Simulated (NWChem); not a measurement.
# C$_{7}$H$_{7}$, doublet; SMILES C1=CC2C[C]1C=C2

```xyz
14

C     -0.7922    -0.3898    -1.2433
C      0.5346    -0.5862    -1.2469
C      1.1010     0.1158     0.0000
C      0.5346    -0.5862     1.2469
C     -0.7922    -0.3898     1.2433
C     -1.0509     0.4286     0.0000
C      0.1553     1.3601     0.0000
H     -1.5395    -0.7992    -1.9244
H      1.1251    -1.1800    -1.9474
H      2.1849     0.2970     0.0000
H      1.1251    -1.1800     1.9474
H     -1.5395    -0.7992     1.9244
H      0.2510     1.9731     0.9081
H      0.2510     1.9731    -0.9081
```
Atoms are numbered in this order, from 1.

Program: NWChem. Spin-unrestricted. In the optimisation the excess spin sits in a' (Cs, its own frame). Structure relaxed at the PBE0/def2-SVP, spin-unrestricted level. No frequency run checked for a minimum. No stability test was run on the SCF state. Level r2SCAN/def2-SVP: energy and gradient on several grids; changes count from the extra-fine grid, which is no exact limit either.

```json
[
 {"grid": "xcoarse", "size of the energy change (μHa)": "10000", "largest change of a gradient component (μHa/bohr)": "4000", "time, medium = 1 (rough)": "about 1"},
 {"grid": "coarse", "size of the energy change (μHa)": "2000", "largest change of a gradient component (μHa/bohr)": "400", "time, medium = 1 (rough)": "about 1"},
 {"grid": "medium", "size of the energy change (μHa)": "400", "largest change of a gradient component (μHa/bohr)": "100", "time, medium = 1 (rough)": "about 1"},
 {"grid": "fine", "size of the energy change (μHa)": "20", "largest change of a gradient component (μHa/bohr)": "40", "time, medium = 1 (rough)": "about 1"},
 {"grid": "xfine", "size of the energy change (μHa)": "< 10", "largest change of a gradient component (μHa/bohr)": "< 30", "time, medium = 1 (rough)": "3"}
]
```
